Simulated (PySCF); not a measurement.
# Highest orbital energy against ionisation energy along the third row

Calculated with PySCF 2.14, no spin-orbit coupling. Each cell gives −ε(HOMO) / ΔSCF in eV; NIST values include spin-orbit coupling, (s) semi-empirical, (t) theoretical.

```
                             species              UHF              LDA              PBE             PBE0           r2SCAN  NIST (lowest levels)
Al²⁺ (aug-cc-pVQZ-DK, spin-free X2C)  28.111 / 28.091  24.597 / 28.883  24.486 / 28.886  25.503 / 28.745  24.674 / 28.429                28.448
Si²⁺ (aug-cc-pVQZ-DK, spin-free X2C)  32.229 / 32.021  28.668 / 33.601  28.538 / 33.459  29.694 / 33.317  28.721 / 32.935                33.493
 P²⁺ (aug-cc-pVQZ-DK, spin-free X2C)  29.970 / 29.577  24.800 / 30.197  24.948 / 30.236  26.362 / 30.257  25.404 / 30.369                30.203
 S²⁺ (aug-cc-pVQZ-DK, spin-free X2C)  34.718 / 34.152  28.858 / 34.876  28.946 / 34.829  30.573 / 34.871  29.479 / 35.023      34.86 ± 0.04 (s)
Cl²⁺ (aug-cc-pVQZ-DK, spin-free X2C)  39.693 / 38.961  33.039 / 39.670  33.092 / 39.580  34.951 / 39.662  33.769 / 39.844       39.8 ± 0.11 (s)
Ar²⁺ (aug-cc-pVQZ-DK, spin-free X2C)  40.435 / 39.390  34.109 / 40.853  34.158 / 40.719  36.013 / 40.719  34.604 / 40.694    40.735 ± 0.012 (s)
```

Q: How far is −ε(HOMO) from ΔSCF on average for each method, and why?

A: UHF 0.49 eV; LDA -5.67 eV; PBE -5.59 eV; PBE0 -4.08 eV; r2SCAN -5.11 eV. Hartree-Fock orbital energies lack relaxation and so exceed the ΔSCF value; semilocal functionals have convex E(N) from self-interaction, so their HOMO lies far too high; exact exchange moves hybrids part of the way back.
